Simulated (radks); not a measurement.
Values are calculated unless marked as measured or tabulated.
Spherical quantum dot in the effective-mass picture: electrons in a hard-walled sphere of radius 4.62, all in effective atomic units (hartree* = m*/eps^2 hartree, bohr* = eps/m* bohr), one dielectric constant everywhere. Level of theory: non-relativistic Kohn-Sham, exchange-only LDA, spin-polarised, spherical densities (a radial shooting solver with Libxc functionals). Levels are named by radial order and angular momentum (1s, 1p, 1d, 2s, ...), and open shells are averaged over m.

N = 9, configuration 1s2 1p6 1d(up 1, down 0). This is the lowest configuration that the search found. Occupied and some empty levels:

| level | occupation | eigenvalue (hartree*) | <r> (bohr*) |
|---|---|---|---|
| 1s up | 1 | 2.7390 | 2.895 |
| 1s down | 1 | 2.7603 | 2.881 |
| 1p up | 3 | 2.8856 | 3.079 |
| 1p down | 3 | 2.9087 | 3.073 |
| 1d up | 1 | 3.1218 | 3.220 |
| 1d down | 0 | 3.1460 | 3.217 |
| 1f up | 0 | 3.4345 | 3.331 |
| 1f down | 0 | 3.4593 | 3.330 |
| 2s up | 0 | 3.5140 | 2.124 |
| 2s down | 0 | 3.5241 | 2.126 |
| 2p up | 0 | 3.9367 | 2.442 |
| 2p down | 0 | 3.9502 | 2.440 |

Energy (hartree*): total 14.6266, kinetic 4.6471, external 0, Hartree 12.077, exchange-correlation -2.0971.
